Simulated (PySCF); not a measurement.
Species: B2F2H2O.
SMILES: `FBOBF`

The closed-shell ground state was solved at several levels (PySCF, density fitting, gas phase, non-relativistic). Isolated species at its GFN2-xTB geometry, gas phase.

| level | basis functions | total energy (Eh) | HOMO (eV) | LUMO (eV) | gap (eV) | dipole (D) |
| --- | --- | --- | --- | --- | --- | --- |
| B3LYP/pcJ-1 | 155 | -326.0339 | -10.14 | -0.29 | 9.85 | 1.20 |
| PBE0/pcSseg-1 | 95 | -325.6466 | -10.36 | -0.02 | 10.34 | 1.20 |

**Question.** Estimate the row for B3LYP/def2-SVPD, a basis of 125 functions; the other rows only guide the guess.

**Answer.** Total energy -325.7973 Eh, HOMO -10.20 eV, LUMO -0.55 eV, gap 9.65 eV, dipole 1.25 D.

**Question.** Over all these levels, which gives the widest orbital gap and which the narrowest?

**Answer.** PBE0/pcSseg-1 (global hybrid, 25 % exact exchange) has the widest, 10.34 eV, and B3LYP/def2-SVPD (global hybrid, 20 % exact exchange) the narrowest, 9.65 eV. Functional and basis both differ between the two, so the spread mixes both effects.

**Question.** How far do the dipole and the HOMO energy spread over the levels?

**Answer.** The dipole runs from 1.20 to 1.25 D (mean 1.22 D) and the HOMO from -10.36 to -10.14 eV.
